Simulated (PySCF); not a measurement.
## Working out the ionisation energy of As⁺

As⁺ [Ar] 3d10 4s2 4p2 (3P) → As²⁺ [Ar] 3d10 4s2 4p1 (2P). Computed with PySCF 2.14 in aug-cc-pVQZ-PP with ECP10MDF, with a scalar-relativistic core potential. Frozen: 3s2 3p6 3d10. Energies in hartree (1 hartree = 27.21139 eV):

```csv
part,As⁺ (lower),As²⁺ (upper)
UHF,-330.865388,-330.204648
MP2 opposite-spin,-0.048596,-0.040182
MP2 same-spin,-0.009452,-0.002763
```

Task: What does Hartree-Fock give?

Result: (-330.204648) − (-330.865388) = 0.660740 hartree = 17.980 eV.

Task: What do MP2 and SCS-MP2 (6/5 opposite-spin, 1/3 same-spin) give?

Result: The opposite-spin parts differ by 0.229 eV and the same-spin parts by 0.182 eV. MP2: 17.980 + (0.229) + (0.182) = 18.391 eV. SCS-MP2: 17.980 + 1.2 × (0.229) + (0.182)/3 = 18.315 eV.

Reference: 18.589 eV (measured; NIST Atomic Spectra Database, ionization energies), between the lowest levels; spin-orbit coupling is absent from the calculation.

What remains against the reference includes basis incompleteness, the frozen core and correlation beyond second order.
